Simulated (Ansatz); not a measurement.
Cost and result for the atomization energy of C11H20O2 (`CC(C)(C)C(=O)CC(=O)C(C)(C)C`) (33 atoms, 32 bonds).

```xyz
33

C    -2.8413    0.6315   -0.4994
C    -2.0727   -0.6822   -0.4105
C    -3.0321   -1.8348   -0.1253
C    -1.3491   -0.9394   -1.7405
C    -0.9886   -0.6816    0.6724
O    -0.5425   -1.7182    1.0989
C    -0.4290    0.6420    1.1821
C     0.6523    1.1846    0.2540
O     0.3579    1.9940   -0.5908
C     2.0873    0.6602    0.3700
C     3.0429    1.8186    0.0955
C     2.2453   -0.4013   -0.7285
C     2.3962    0.0342    1.7255
H    -3.6081    0.5472   -1.2734
H    -3.3505    0.8653    0.4399
H    -2.1909    1.4672   -0.7632
H    -3.7639   -1.9114   -0.9330
H    -3.5752   -1.6741    0.8096
H    -2.4949   -2.7796   -0.0459
H    -2.0889   -1.0131   -2.5418
H    -0.6645   -0.1273   -1.9915
H    -0.7894   -1.8759   -1.7027
H    -0.0269    0.4497    2.1743
H    -1.2084    1.3992    1.2299
H     4.0717    1.4509    0.0852
H     2.8257    2.2848   -0.8652
H     2.9655    2.5861    0.8699
H     1.5904   -1.2579   -0.5595
H     2.0284    0.0222   -1.7110
H     3.2766   -0.7636   -0.7303
H     1.7691   -0.8365    1.9247
H     3.4385   -0.2937    1.7404
H     2.2689    0.7529    2.5401
```

The species carries charge 0 and has multiplicity 1. The structure was optimised at the PBE0-D4/def2-TZVP level. It is one conformer, not always the lowest. Program: Ansatz. All runs use 11 threads of an AMD EPYC 7R13 on a shared host and a whole NVIDIA H100 80 GB. Times are those of one run each, without the atoms' runs, and a repeat can differ threefold. Electronic energies, without spin–orbit coupling; frozen cores. CCSD(T)/CBS adds CCSD(T) − MP2 in def2-TZVPP to the MP2 limit, and its time is that of the two runs behind it. T1 = 0.013. B3LYP takes the VWN-RPA correlation (the form of Gaussian; ORCA's B3LYP/G). HSE06 is the plane-wave form, built on full-range PBE exchange.

CCSD(T)/CBS is a level of theory with its own doubt, some kJ/mol a heavy atom from the limit and from the frozen cores, so smaller differences don't rank the functionals.

| level | functions | wall time |
| --- | --- | --- |
| BHLYP-D4/def2-TZVPP | 683 | 2.5 s |
| HSE06-D4/def2-TZVPP | 683 | 2.6 s |
| PBE0-D4/def2-TZVPP | 683 | 3.1 s |
| revPBE-D4/def2-TZVPP | 683 | 3.1 s |
| ωB97X-V/def2-TZVPP | 683 | 3.4 s |
| B3LYP-D4/def2-TZVPP (with forces) | 683 | 3.4 s |
| r2SCAN-D4/def2-TZVPP (with forces) | 683 | 3.4 s |
| PBE-QIDH/def2-TZVPP | 683 | 4.1 s |
| ωB97M-V/def2-TZVPP (with forces) | 683 | 4.8 s |
| CCSD(T)/def2-SVP | 282 | 8 s |
| MP2/def2-QZVPP | 1341 | 9 s |
| CCSD(T)/def2-TZVPP | 683 | 3.6 min |
| CCSD(T)/CBS(def2) | – | 3.8 min |

(1) What atomization energy does each give, and how far from CCSD(T)/CBS? (Estimate.)

Answers

(1) Ansatz gave: 
```tsv
level	atomization (kJ/mol)	difference from CCSD(T)/CBS	per bond
BHLYP-D4/def2-TZVPP	13457.4	-374.2	-11.7
HSE06-D4/def2-TZVPP	13963.5	131.9	4.1
PBE0-D4/def2-TZVPP	13956.0	124.4	3.9
revPBE-D4/def2-TZVPP	13867.5	35.9	1.1
ωB97X-V/def2-TZVPP	13863.6	32.0	1.0
B3LYP-D4/def2-TZVPP (with forces)	13836.8	5.2	0.2
r2SCAN-D4/def2-TZVPP (with forces)	13891.1	59.5	1.9
PBE-QIDH/def2-TZVPP	13829.4	-2.2	-0.1
ωB97M-V/def2-TZVPP (with forces)	13883.1	51.5	1.6
CCSD(T)/def2-SVP	13350.7	-480.9	-15.0
MP2/def2-QZVPP	13935.1	103.5	3.2
CCSD(T)/def2-TZVPP	13533.6	-298.0	-9.3
CCSD(T)/CBS(def2)	13831.6	0.0	0.0
```

From r2SCAN to r2SCAN0 (25 % exact exchange), in def2-TZVPP and without D4, the atomization energy moves by −180.0 kJ/mol: exact exchange takes away binding that semilocal exchange gives to molecules. At CCSD(T), def2-SVP lies −480.9 kJ/mol from the extrapolated value and def2-TZVPP −298.0 kJ/mol: correlation converges slowly with the basis, and small sets miss more of it in the bonded molecule than in its fragments. The D4 term adds +149.5 kJ/mol with B3LYP and +82.6 kJ/mol with PBE0; it sums over pairs of atoms, weighted by their polarisabilities, and B3LYP, whose exchange is more repulsive, gets the larger term.
